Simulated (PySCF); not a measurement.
Harmonic spectrum computed at PBE0 in the def2-SVPD basis family (core potentials from Rb on, PySCF, no spin–orbit coupling):

```csv
symmetry,ω (cm⁻¹),"IR (km/mol, summed over degenerate members)"
a2'',87,0.1
e',159,8.5
a1',496,0.0
e',554,261
```

Which molecule gave it? In each, all ligands are bound to the one heavy central atom.
A. TeS₃⁻ (doublet)
B. SbS₃⁻ (singlet)
C. TaS₃⁻ (singlet)
D. TcS₃⁻ (singlet)
E. AsS₃⁻ (singlet)

D. It has D3h symmetry with Tc–S 2.103 Å (×3).
